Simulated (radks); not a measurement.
Species: the xenon ion Xe3+. Configuration: [Kr] 4d10 5s2 5p3.

Calculated with a radial shooting solver on a logarithmic mesh with Libxc functionals: scalar-relativistic Kohn-Sham, revPBE, spin-polarised, spherical densities, point nucleus; open shells are filled with parallel spins first (spin-orbit coupling, left out, can overturn this in heavy ions).

Energy parts (hartree):
part                        energy
total                  -7445.21645
kinetic                 7829.92826
electron-nucleus      -17957.95728
Hartree                 2868.67172
exchange-correlation    -185.85915

Orbitals (lengths in bohr, moments of r in powers of bohr; <r^-3> diverges for s and p1/2):
orbital  occ.  eigenvalue (hartree)      <r>  <r^-3>
1s up       1             -1264.505  0.02665       -
1s down     1             -1264.500  0.02665       -
2s up       1             -197.8486   0.1146       -
2s down     1             -197.8463   0.1146       -
2p up       3             -177.6381   0.1003    6169
2p down     3             -177.6337   0.1003    6169
3s up       1             -41.45841   0.3063       -
3s down     1             -41.45400   0.3063       -
3p up       3             -34.93247   0.3043    1191
3p down     3             -34.92736   0.3043    1191
3d up       5             -25.26315   0.2808   164.0
3d down     5             -25.25824   0.2808   164.0
4s up       1              -8.49379   0.7164       -
4s down     1              -8.48351   0.7163       -
4p up       3              -6.42678   0.7644   238.1
4p down     3              -6.41615   0.7637   238.1
4d up       5              -3.41417   0.8747   25.35
4d down     5              -3.39741   0.8695   25.54
5s up       1              -1.88561    1.750       -
5s down     1              -1.77791    1.742       -
5p up       3              -1.39873    2.000   32.91
5p down     0              -1.28658    2.020   33.03

The highest occupied level is 5p up at -38.061 eV. Summed over all electrons, <r^2> = 36.19 bohr^2, which gives a Langevin (diamagnetic) susceptibility term of -28.7 x 10^-6 cm^3/mol.
